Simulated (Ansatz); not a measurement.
Sn(H)(F)(NH2)2 (FH5N2Sn), SMILES [SnH]([F])([NH2])[NH2].

The structure is a stationary point at B3LYP-D3(BJ)/def2-SVP. The def2 effective core potentials stand for the cores of Sn; spin–orbit coupling is left out. One conformer was computed; it need not be the lowest.

Two levels are set side by side: PBE/def2-SVPD (Ansatz, a first-principles code) and CAM-B3LYP/def2-SVPD (Ansatz). Energy differences of separate SCF runs at the same geometry; the states with an electron removed or added have multiplicity 2 and 2. Differences are taken from unrounded values.

| quantity | PBE |
|---|---|
| vertical ionisation energy (eV) | 9.40 |
| vertical singlet–triplet gap (eV) | 4.69 |

### Question
These are the PBE values. What does CAM-B3LYP give? (Estimate from the structure and the level; the computed values follow.)

### Answer

```tsv
quantity	CAM-B3LYP	PBE minus CAM-B3LYP
vertical ionisation energy (eV)	10.13	-0.73
vertical singlet–triplet gap (eV)	5.46	-0.76
```
